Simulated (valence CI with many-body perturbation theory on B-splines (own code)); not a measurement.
# From CI to CI+MBPT in Er²⁸⁺

Computed by valence CI with perturbative core correlation (CI+MBPT): four valence electrons over a frozen Dirac-Fock core [Kr], a basis of 9 s, 9 p, 10 d, 8 f, 5 g, 3 h, 1 i functions for each j, with the one-electron correlation potential Σ1, the two-electron term Σ2, the three-electron term Σ3, Breit, model QED; selected CI, second order for the rest (own B-spline code, finite nucleus).

No measured spectrum was set against this ion. As an estimate, large intervals hold to a few tenths of a per cent, small ones and those within an open d or f shell to about a per cent. Only levels of the ground parity were solved; by the run's estimate the other parity begins above the list, which can be wrong where configurations are misplaced.

Each rung adds one term. CI alone is the Dirac-Coulomb CI over the frozen core; QED comes last and gives the full result, which names the levels. Energies are above (4d3/2^4) J=0 on the same rung, in eV.

Levels are named by their leading jj configuration (3d3/2^4 stands for four electrons in 3d with j = 3/2), which in mixed levels can hold well under half, so a name can repeat and another be missing. Letters in brackets count levels of one name in rising energy.

| Level | CI alone | + Σ1 | + Σ2 | + Σ3 | + Breit | Full |
| --- | --- | --- | --- | --- | --- | --- |
| (4d3/2^3 4d5/2) J=1 | 8.101 | 8.174 | 8.185 | 8.272 | 8.024 | 8.054 |
| (4d3/2^3 4d5/2) J=2 | 12.089 | 12.179 | 12.075 | 12.123 | 11.796 | 11.832 |
| (4d3/2^3 4d5/2) J=4 | 12.858 | 12.937 | 12.644 | 12.608 | 12.280 | 12.310 |
| (4d3/2^3 4d5/2) J=3 | 13.681 | 13.770 | 13.554 | 13.540 | 13.212 | 13.247 |
| (4d3/2^2 4d5/2^2) J=0 [a] | 19.528 | 19.669 | 19.766 | 19.770 | 19.305 | 19.363 |
| (4d3/2^2 4d5/2^2) J=4 [a] | 20.754 | 20.903 | 20.696 | 20.743 | 20.185 | 20.245 |
| (4d3/2^2 4d5/2^2) J=2 [a] | 20.886 | 21.016 | 20.862 | 20.870 | 20.423 | 20.476 |
| (4d3/2^2 4d5/2^2) J=3 [a] | 21.472 | 21.614 | 21.346 | 21.333 | 20.829 | 20.886 |
| (4d3/2^2 4d5/2^2) J=5 | 23.332 | 23.482 | 23.007 | 22.985 | 22.397 | 22.456 |
| (4d3/2^2 4d5/2^2) J=1 | 23.728 | 23.878 | 23.758 | 23.746 | 23.235 | 23.296 |
| (4d3/2^2 4d5/2^2) J=6 | 24.652 | 24.806 | 24.209 | 24.187 | 23.541 | 23.601 |
| (4d3/2^2 4d5/2^2) J=4 [b] | 25.923 | 26.076 | 25.632 | 25.486 | 24.903 | 24.963 |
| (4d3/2^2 4d5/2^2) J=3 [b] | 25.985 | 26.130 | 25.668 | 25.560 | 25.031 | 25.089 |
| (4d3/2^2 4d5/2^2) J=2 [b] | 26.080 | 26.230 | 25.890 | 25.813 | 25.272 | 25.332 |
| (4d3/2^2 4d5/2^2) J=2 [c] | 29.759 | 29.911 | 29.900 | 29.785 | 29.267 | 29.328 |
| (4d3/2^2 4d5/2^2) J=4 [c] | 30.509 | 30.695 | 30.368 | 30.318 | 29.667 | 29.739 |
| (4d3/2 4d5/2^3) J=3 [a] | 32.911 | 33.124 | 33.017 | 32.966 | 32.229 | 32.316 |
| (4d3/2 4d5/2^3) J=4 [a] | 33.894 | 34.079 | 33.699 | 33.544 | 32.870 | 32.946 |
| (4d3/2^2 4d5/2^2) J=2 [d] | 34.794 | 34.959 | 34.538 | 34.342 | 33.784 | 33.850 |

Q: How does the ionisation energy move along the ladder, and which term matters most?

A: CI alone 1043.4, + Σ1 1046.0, + Σ2 1048.2, + Σ3 1048.3, + Breit 1047.7, + QED 1047.8 eV. The largest step is Σ1, 2.6 eV. NIST lists 1046 ± 4 eV (theoretical).
